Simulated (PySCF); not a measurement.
Harmonic spectrum computed at PBE0 in the def2-TZVP basis family (core potentials from Rb on, PySCF, no spin–orbit coupling):

```tsv
ω (cm⁻¹)	IR (km/mol)
570	45.9
1025	217
1820	206
```

Task: Which molecule gave it? In each, all ligands are bound to the one heavy central atom.
A. HCrO (quartet)
B. HRuO (quartet)
C. HMoO (quartet)
D. HCoO (quintet)

Result: C. It has Cs symmetry with Mo–H 1.736 Å, Mo–O 1.664 Å.
